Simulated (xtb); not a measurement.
xtb input:

```bash
xtb mol.xyz --gfn 2 --ohess tight --chrg -1 --uhf 0
```
mol.xyz:
```
10

Si     0.05091278    -0.12275229    -0.37990318
O     -0.41835670    -1.29429823    -1.48305725
O      1.74827727    -0.02102602    -0.41139528
N     -0.62007077     1.48494177    -0.92638028
N     -0.53765703    -0.53035445     1.27381560
H     -0.01872813    -2.17534396    -1.15395605
H      2.00846551     0.73469023     0.23975512
H     -0.33605599     2.17685401    -0.16780921
H     -0.28977603     0.28601132     1.84744507
H     -1.58240197    -0.52190799     1.18472983
```

Task: Predict the final energy.

Result: -18.53275 Eh (GFN2-xTB).

It need not be the lowest isomer of its formula. Whether it binds its extra electron was not tested at this geometry.
